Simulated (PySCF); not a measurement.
## Vibration and rotation of NaGe⁺

PBE0 constants of NaGe⁺, ³Π (triplet), unpaired electrons σ ↑, π ↑ (Na def2-SVPD, Ge def2-SVPD; no relativity (PySCF 2.14); masses 22.9898 and 73.9212 u):

```
ωe              : 115.2 cm⁻¹
ωexe            : 0.742 cm⁻¹
Be              : 0.092101 cm⁻¹
αe              : 0.000890 cm⁻¹
D (centrifugal) : 2.35e-07 cm⁻¹
De to Na⁺ + Ge  : 0.56 eV
```

Q: Give the vibrational terms G(v) and spacings up to v = 6.

A: G(v) = ωe(v+½) − ωexe(v+½)².

| v | G(v) (cm⁻¹) | G(v) − G(v−1) | Bv (cm⁻¹) |
| --- | --- | --- | --- |
| 0 | 57.4 |  | 0.09166 |
| 1 | 171.1 | 113.7 | 0.09077 |
| 2 | 283.4 | 112.2 | 0.08988 |
| 3 | 394.1 | 110.7 | 0.08899 |
| 4 | 503.4 | 109.3 | 0.08810 |
| 5 | 611.2 | 107.8 | 0.08721 |
| 6 | 717.5 | 106.3 | 0.08632 |

Q: How well does the Morse estimate ωe²/(4ωexe) reproduce De, and what is D0?

A: It gives 0.55 eV, 99 % of the computed De. D0 = De − G(0) = 0.56 − 0.01 = 0.55 eV.

Spin–orbit coupling is left out. For an ion De counts to the pair picked by the measured ionisation energies or electron affinities, which need not be the lowest pair at this level. The state was picked by a PBE0 search and need not be the measured ground state.
